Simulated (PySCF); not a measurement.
**LuH3(H2O): from a saddle point downhill**

PySCF 2.14.0, RKS PBE0, Lu def2-SVP with ECP28, H def2-SVP, O def2-SVP; non-relativistic Hamiltonian with scalar-relativistic core potentials where named; density fitting; no spin-orbit coupling. Relaxed within the symmetry of its start, the geometry (Cs) is

```xyz
7

Lu    0.1148   -0.1238    0.1238
H     0.9432    1.4734    0.9046
H    -0.9496   -1.2817    1.2817
H     0.9432   -0.9046   -1.4734
O    -1.1775    1.1974   -1.1974
H    -1.0857    2.1501   -1.0470
H    -1.0857    1.0470   -2.1501
```

and its lowest harmonic modes are -45, 175, 242, 287, 357, 417 cm⁻¹ (negative: unstable). It was moved along the lowest mode and relaxed again.

Q: Where does it end, and how much lower?

A: In C1, 0.000 eV lower, after 5 steps:
```xyz
7

Lu    0.1132   -0.1204    0.1257
H     1.1180    1.3172    0.9899
H    -0.9495   -1.3074    1.2522
H     0.7684   -0.7898   -1.6057
O    -1.1738    1.1930   -1.2015
H    -1.2612    2.1530   -1.1255
H    -0.9123    0.9897   -2.1151
```

Q: How do the contacts change?

A: 
```
     contact  saddle (Å)  end (Å)
  Lu1–H2 (H)       1.961    1.955
  Lu1–H3 (H)       1.953    1.951
  Lu1–H4 (H)       1.961    1.968
Lu1–O5 (H2O)       2.272    2.268
```


Q: Is the end a minimum?

A: Yes; lowest modes 45, 145, 253, 286, 360, 414 cm⁻¹.

State: singlet.
